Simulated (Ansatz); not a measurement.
Reaction (ligand exchange at the Si–O bond): `[CH3][AlH][O][SiH3]` + `N=CCl` → `[SiH3]/N=C/Cl` + `[CH3][AlH][OH]`

Calculated with Ansatz (gas phase, PBE0-D4/def2-TZVP geometries, no zero-point term in ΔE). CCSD(T)/CBS is the MP2 limit (def2-TZVPP, def2-QZVPP) plus CCSD(T) − MP2 in def2-TZVPP, frozen cores. This one scheme is used for every species. DFT in def2-TZVPP. B3LYP here is the variant with VWN-RPA as its local correlation; programs differ in this. HSE06 is defined as in plane-wave codes. Each species was taken in one conformer, which may not be the lowest.

```json
{"level": "revPBE-D4", "ΔE (kcal/mol)": "11.6", "difference from CCSD(T)/CBS": "-3.3"}
{"level": "revPBE", "ΔE (kcal/mol)": "12.1", "difference from CCSD(T)/CBS": "-2.8"}
{"level": "BLYP", "ΔE (kcal/mol)": "13.3", "difference from CCSD(T)/CBS": "-1.6"}
{"level": "B3LYP", "ΔE (kcal/mol)": "14.5", "difference from CCSD(T)/CBS": "-0.4"}
{"level": "HSE06", "ΔE (kcal/mol)": "13.5", "difference from CCSD(T)/CBS": "-1.4"}
{"level": "CAM-B3LYP", "ΔE (kcal/mol)": "15.3", "difference from CCSD(T)/CBS": "0.4"}
{"level": "CCSD/def2-SVP", "ΔE (kcal/mol)": "16.6", "difference from CCSD(T)/CBS": "1.7"}
{"level": "SCS-MP2/def2-TZVPP", "ΔE (kcal/mol)": "15.3", "difference from CCSD(T)/CBS": "0.4"}
{"level": "CCSD(T)/def2-TZVPP", "ΔE (kcal/mol)": "15.2", "difference from CCSD(T)/CBS": "0.3"}
{"level": "HF/def2-QZVPP", "ΔE (kcal/mol)": "18.9", "difference from CCSD(T)/CBS": "4.0"}
{"level": "CCSD(T)/CBS", "ΔE (kcal/mol)": "14.9", "difference from CCSD(T)/CBS": "0"}
```

**Question.** What do rigid-rotor, harmonic-oscillator terms from PBE0-D4/def2-TZVP frequencies (298.15 K, 1 bar) make of the CCSD(T)/CBS value? (Estimate.)

**Answer.** Computed: ΔZPE = -0.6 kcal/mol, ΔH = +14.2 kcal/mol, ΔS = -33 J/(mol·K), ΔG = +16.5 kcal/mol. Modes under 50 cm⁻¹ make the entropy rough.

Largest T1 diagnostic among the species: 0.013.

In def2-TZVPP, CCSD(T) changes the Hartree–Fock value by −3.4 kcal/mol (the triples alone add −0.8 kcal/mol) and MP2 by −4.3 kcal/mol. Leaving LDA and LC-ωPBE aside and taking each functional with its dispersion term where it has one, the values, not all of them listed here, spread over 4.8 kcal/mol, from revPBE-D4 to BHLYP-D4. From PBE to PBE0 (25 % exact exchange), in def2-TZVPP and without D4, ΔE moves by +1.6 kcal/mol.
